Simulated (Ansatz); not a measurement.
## A barrier at the coupled-cluster level

Start structure (TiNH5OF4, singlet), relaxed at PBE0-D4/def2-TZVP:

```json
{"atom": "Ti1", "x (Å)": "-1.1965", "y (Å)": "-0.8241", "z (Å)": "0.1450"}
{"atom": "F2", "x (Å)": "0.4587", "y (Å)": "-1.2485", "z (Å)": "0.8022"}
{"atom": "F3", "x (Å)": "-1.0201", "y (Å)": "-1.6841", "z (Å)": "-1.3682"}
{"atom": "F4", "x (Å)": "-2.0882", "y (Å)": "-1.6890", "z (Å)": "1.3750"}
{"atom": "F5", "x (Å)": "-2.5281", "y (Å)": "0.2742", "z (Å)": "-0.3476"}
{"atom": "H6", "x (Å)": "0.6374", "y (Å)": "1.1228", "z (Å)": "-0.1285"}
{"atom": "N7", "x (Å)": "-0.2544", "y (Å)": "1.1378", "z (Å)": "0.3830"}
{"atom": "H8", "x (Å)": "1.9844", "y (Å)": "-0.5463", "z (Å)": "-0.1698"}
{"atom": "O9", "x (Å)": "2.2572", "y (Å)": "0.2641", "z (Å)": "-0.6235"}
{"atom": "H10", "x (Å)": "-0.8524", "y (Å)": "1.8816", "z (Å)": "0.0427"}
{"atom": "H11", "x (Å)": "-0.0257", "y (Å)": "1.3197", "z (Å)": "1.3552"}
{"atom": "H12", "x (Å)": "2.6276", "y (Å)": "-0.0081", "z (Å)": "-1.4654"}
```

The step: TiF₄ ([F][Ti]([F])([F])[F]) + H₂O + NH₃ → TiNH₂F₃ ([NH2][Ti]([F])([F])[F]) + H₂O + HF (still joined by a long Ti–F bond); bonds formed: F2–H8, H6–O9; dative contacts that become bonds: Ti1–N7; bonds broken: H6–N7, H8–O9; bonds weakened to dative contacts: Ti1–F2. Ansatz 0.2.0; basis: def2-TZVPP and def2-QZVPP; cores frozen in the correlated methods. Extrapolation: Hartree–Fock as exp(−7.88 √X), correlation as X^−2.97. Energies below are by CCSD(T) at an estimated basis limit (MP2 extrapolated from triple and quadruple zeta, plus CCSD(T) − MP2 in triple zeta).

(1) What are the electronic barrier and the energy of the step, from the start structure to the end structure? (To be estimated.)

T1 diagnostic: at most 0.021. The start structure is not quite a true minimum (one mode of 27i cm⁻¹).

## Answers

(1) The calculation gives: Barrier 1.165 eV; step energy 1.057 eV (uphill); reverse barrier, their difference, 0.108 eV. Barrier and step energy count from the start structure, the reverse barrier from the end structure.

The saddle point: One imaginary mode of 342i cm⁻¹.
| pair | start (Å) | saddle (Å) | end (Å) |
| --- | --- | --- | --- |
| Ti1–N7 | 2.19 | 1.98 | 1.93 |
| F2–H8 | 1.94 | 1.13 | 1.02 |
| H6–O9 | 1.90 | 1.05 | 0.99 |
| Ti1–F2 | 1.83 | 2.08 | 2.21 |
| H6–N7 | 1.03 | 1.60 | 1.95 |
| H8–O9 | 0.97 | 1.21 | 1.40 |

Zero-point energy (harmonic, PBE0-D4): ZPE is 1.998 eV at the start and 1.874 eV at the saddle, so the barrier goes from 1.165 to 1.042 eV.

The step is the kind of exchange with an N–H group that builds nitride films in atomic layer and chemical vapour deposition.

Labels in which every atom is bracketed show which atoms are joined, not bond orders.

For scale, one of the runs: CCSD(T)/def2-TZVPP, 320 basis functions, launched by `ansatz run in.yaml --threads 4 --pin off --events-out ev --progress --plain --max-ram 66560MiB --backend cuda --devices 0, --max-vram 37GiB`. The run took 31 s on 4 CPU threads of an AMD EPYC 7R13 and a share of one NVIDIA H100 (shared host), with 0.84 GiB of host memory at its peak.
